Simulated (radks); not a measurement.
Results of a calculation; reference values are marked as such.
Task: The mean radii <r> (bohr) of the occupied orbitals of an atom or ion are listed with their occupations. Code: a radial shooting solver on a logarithmic mesh with Libxc functionals. Model: scalar-relativistic Kohn-Sham, r2SCAN, spin-polarised, spherical densities, finite nucleus; meta-GGA in the generalised Kohn-Sham scheme; Fermi nuclear charge, rms radius of each element as measured or else 0.836 A^(1/3) + 0.57 fm.

orbital  occ.      <r>
1s          2  0.07682
2s          2   0.3599
2p          6   0.3232
3s          2    1.003

Name the element and its charge. Open shells, if any, are filled with parallel spins first.

Result: Z = 20, calcium, charge +8: Ca8+ in [Ne] 3s2. The 1s radius gives Z: for a bare nucleus <r> = (2 gamma + 1)/(2Z) with gamma = sqrt(1 - (Z/c)^2), 0.07446 bohr for Z = 20, and screening makes it slightly larger (0.07682 here). The occupations add up to 12, and the charge is Z minus that.
